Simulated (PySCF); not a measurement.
C4H5Br, SMILES Br/C=C/C=C.

The structure is a stationary point at B3LYP-D3(BJ)/def2-SVP. The values are those of a single conformer.

Level of theory: SMD-B3LYP/6-31G* (PySCF).

Solvation free energies are E(SMD) − E(gas) at the gas-phase geometry, for 1 M in both phases. Bromine has the revised SMD18 radius of 2.60 Å. In vacuum the dipole moment is 1.62 D.

Question: Estimate the solvation free energies in water, methanol, N,N-dimethylformamide. (An estimate is asked for; the answer gives what the named calculation found.)

Answer: 
| solvent | ΔG(solv) (kcal/mol) | its non-electrostatic (CDS) part | dipole (D) |
|---|---|---|---|
| water | -0.8 | 2.9 | 2.18 |
| methanol | -4.4 | -0.8 | 2.17 |
| N,N-dimethylformamide | -4.4 | -0.7 | 2.17 |
